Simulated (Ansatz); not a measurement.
```xyz
4

C     0.0005    0.0080   -0.5287
O     0.0080    0.0060    0.6729
H    -0.0075   -0.9478   -1.1189
H    -0.0077    0.9505   -1.1269
```

Basis set: cc-pVDZ (spherical functions). Frozen core: 2 orbitals. Charge 0, multiplicity 1.

Computed with Ansatz (development build ahead of 0.2.0); each method stands on the lowest determinant of its kind that the runs found. Restricted open shells among the atoms or ions are ROHF, correlated in semicanonical orbitals with singles.

Problem. Give the atomization energy at this shape (free ground-state atoms in the same class of orbitals less the molecule, no zero-point energy) of singlet CH₂O by RHF-MP2, RHF.

Solution.

```json
{"method": "RHF-MP2", "atomization energy": "15.30 eV"}
{"method": "RHF", "atomization energy": "11.09 eV"}
```
